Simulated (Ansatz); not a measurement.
Reaction (substitution at a C–N bond): `C=NC[SiH2]C` + `SS` → `C[SiH2]CSS` + `C=N`

Isolated molecules relaxed with PBE0-D4/def2-TZVP in Ansatz; ΔE leaves out vibrations. CCSD(T)/CBS is the MP2 limit (def2-TZVPP, def2-QZVPP) plus CCSD(T) − MP2 in def2-TZVPP, frozen cores. This one scheme is used for every species. One conformer a species, not always the lowest.

`C=NC[SiH2]C`:

```xyz
14

C    -1.351   -0.001   -2.108
N    -0.589   -0.572   -1.284
C     0.646    0.068   -0.928
Si    0.553    0.661    0.870
C     0.165   -0.751    2.026
H    -1.103    0.951   -2.598
H    -2.304   -0.464   -2.361
H     0.910    0.913   -1.585
H     1.456   -0.668   -0.980
H     1.864    1.284    1.210
H    -0.498    1.714    0.954
H     0.957   -1.503    2.000
H     0.062   -0.400    3.055
H    -0.769   -1.233    1.728
```

`SS`:

```xyz
4

S    -0.393   -0.690    0.798
S     0.572    0.966    0.080
H    -1.482   -0.648    0.006
H     1.302    0.372   -0.884
```

`C[SiH2]CSS`:

```xyz
13

C     1.660    0.411    0.798
Si   -0.042   -0.349    0.905
C    -1.265    0.641   -0.130
S    -0.834    0.694   -1.895
S    -1.318   -1.162   -2.574
H     2.388   -0.184    1.353
H     1.664    1.422    1.214
H     1.987    0.471   -0.242
H    -0.522   -0.365    2.316
H    -0.015   -1.754    0.416
H    -2.296    0.296   -0.023
H    -1.243    1.692    0.182
H    -0.164   -1.812   -2.320
```

`C=N`:

```xyz
5

C    -0.217    0.308    0.101
N    -0.007   -0.931    0.006
H     0.479    1.089   -0.228
H    -1.155    0.651    0.542
H     0.901   -1.116   -0.421
```

```tsv
species	CCSD/def2-TZVPP energy (Eh)
`C=NC[SiH2]C`	-463.17966
`SS`	-796.64462
`C[SiH2]CSS`	-1165.37176
`C=N`	-94.45887
```

Question: Work out ΔE.

Answer: ΔE = (-1165.37176) + (-94.45887) − (-463.17966) − (-796.64462) = -0.00635 Eh = -16.7 kJ/mol. CCSD(T)/CBS gives -22.4 kJ/mol.

Largest T1 diagnostic among the species: 0.012.

In def2-TZVPP, CCSD(T) changes the Hartree–Fock value by −8.9 kJ/mol (the triples alone add −2.3 kJ/mol) and MP2 by −12.2 kJ/mol. The D4 term adds −7.5 kJ/mol with B3LYP and −4.1 kJ/mol with PBE0; it sums over pairs of atoms, weighted by their polarisabilities, and B3LYP, whose exchange is more repulsive, gets the larger term.

B3LYP here is the variant with VWN-RPA as its local correlation; programs differ in this.
